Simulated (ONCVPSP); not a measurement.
# Before and after: ONCV potential for Dy (Z = 66)

- Element: dysprosium (Dy)
- Generator: ONCVPSP 4.0.1
- Type: optimised norm-conserving Vanderbilt (ONCV)
- Functional: PBE
- Relativity: scalar-relativistic
- Frozen core: [Kr] 4d10 4f9
- Valence charge: 11
- Reference configuration: 5s2 5p6 5d1 6s1 6p1
- Partial waves: 5s+6s: rc 2.35 bohr, ncon 3, nbas 7, qcut 4.9 1/bohr, 2 projectors; 5p+6p: rc 2.50 bohr, ncon 4, nbas 8, qcut 5.1 1/bohr, 2 projectors; 5d: rc 2.85 bohr, ncon 5, nbas 10, qcut 5.5 1/bohr, 2 projectors, debl 2.6 Ha
- Local potential: polynomial inside 1.90 bohr (lpopt 5, dvloc0 0 Ha)
- Core correction: polynomial model core, fcfact 0.25

All-electron outer shells of the reference configuration (PBE, scalar-relativistic, ld1.x):

```
shell  level (eV)  outermost node (bohr)  outermost maximum (bohr)
   4d     -161.42                   0.26                      0.53
   5s      -54.18                   0.63                      1.14
   5p      -29.85                   0.67                      1.30
   4f      -10.53                      –                      0.53
   6s       -5.03                   1.54                      3.23
   5d       -3.36                   0.76                      1.89
   6p       -1.93                   1.85                      4.42
```

Change: s: qcut 4; p: qcut 4.1; d: qcut 4.5.

Cutoffs: the cutoffs (Ha) at which the residual kinetic energy of the hardest occupied pseudo-wave falls to 1 and 0.1 mHa per electron; they do not see the model core or the augmentation charge, which bear on the density cutoff. Errors are all-electron minus pseudo energies relative to the spin-unpolarised reference configuration.

**Question.** Predict the effect on cutoff, ghosts and configuration errors.

**Answer.** The potential gets softer (8.9 Ha and 11 Ha → 7.8 Ha and 9.7 Ha); of the 4 tests that both files solve, the error grows in 1 and shrinks in 0 by more than 15 % and 0.3 meV (median size 9.3 → 9.8 meV); neither file shows a bound ghost.

| quantity | base | changed |
| --- | --- | --- |
| cutoff, loose | 8.9 Ha | 7.8 Ha |
| cutoff, tight | 11 Ha | 9.7 Ha |
| loose cutoff by channel | s 6.3 Ha, p 8.1 Ha, d 8.9 Ha | s 4.5 Ha, p 7.2 Ha, d 7.8 Ha |
| bound ghosts | none | none |
| GHOST(+) flags under 300 eV | none | none |
| error for 5s2 5p6 5d1 6s2 6p0, meV [ΔE -3.02 eV] | -1.2 | -1.6 |
| error for 5s2 5p6 5d1 6s1 6p0, meV [ΔE 3.82 eV] | -1.7 | -1.6 |
| error for 5s2 5p6 5d1 6s0 6p0, meV [ΔE 16.25 eV] | -17 | -18 |
| error for 5s2 5p6 5d0 6s0 6p0, meV [ΔE 36.17 eV] | -113 | -109 |
| s: phases at 2.38 bohr within 0.05 rad from the reference energy up to (Ha; the scan ends near 5) | 3.0 | 2.5 |
| p: phases at 2.54 bohr within 0.05 rad from the reference energy up to (Ha; the scan ends near 5) | 4.0 | 4.1 |
| d: phases at 2.90 bohr within 0.05 rad from the reference energy up to (Ha; the scan ends near 5) | 4.7 | 4.5 |
| rms error of d²Exc/dni dnj with the model core, mHa | 0.57 | 0.77 |
